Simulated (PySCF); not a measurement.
## Unknown compound

The spectra below were simulated for a compound C6H11ClOSi.

¹H NMR (400 MHz, computed): δ 6.05 (m, 1H), 5.50 (m, 1H), 5.28 (m, 1H), 5.11 (m, 1H), 4.34 (m, 1H), 3.90 (m, 1H), 3.86 (m, 1H), 0.99 (m, 1H), 0.87 (m, 1H), 0.79 (m, 1H), 0.66 (m, 1H).

¹³C{¹H} NMR (computed): δ 150.1 (CH), 118.0 (CH2), 83.9 (CH), 69.0 (CH2), 26.7 (CH2), 18.6 (CH2).

PySCF calculation with PBE/pcSseg-1 with gauge-including orbitals and PBE0-D3(BJ)/def2-SVP geometry; single conformer, gas phase, non-relativistic Hamiltonian.

δ = σ(ref) − σ, references computed at the same level: ¹H and ¹³C against TMS.

Deduce the structure.

Results:


1. The formula gives 2 degrees of unsaturation (1 ring in the answer).
2. 6 carbon signals for 6 carbons: no two carbons are equivalent.
3. Carbon types of the structure: 2 × CH, 4 × CH2, leaving 1 H on heteroatoms.
4. δC 150.1: alkene CH; as expected for a trigonal carbon in a double bond.
5. δC 118.0: terminal =CH2 carbon; the olefinic region.
6. δC 83.9: allylic sp3 CH bonded to O; the inductive effect lowers its shielding.
7. δC 69.0: sp3 CH2 bonded to O; the inductive effect lowers its shielding.
8. δH 6.05: hydrogen on an alkene CH; a vinylic proton, deshielded by the sp2 carbon and the C=C anisotropy.
9. δH 5.28, 5.11: hydrogen on a terminal =CH2 carbon; olefinic region.
10. δH 4.34, 3.86: hydrogen on an sp3 CH2 bonded to O; its carbon carries O, which withdraws density.

These data were computed for `InChI=1S/C6H11ClOSi/c1-2-6-5-9(7)4-3-8-6/h2,6,9H,1,3-5H2/t6-,9+/m1/s1`.

The shifts were computed for this structure.

Shifts are as computed. Against solution values, carbons near 30 ppm lie about +2 ppm off and those near 130 ppm about +2 ppm. Of 1309 compounds with measured shifts, 239 miss one by over three times the rms of a fit or turn the order of signals round; such compounds aren't used in these exercises. No couplings were computed; multiplicities are counted from neighbouring protons, with m where these are inequivalent, close in shift, in a saturated or five-membered ring or joined by F or P, and br s for small geminal =CH2 splittings.
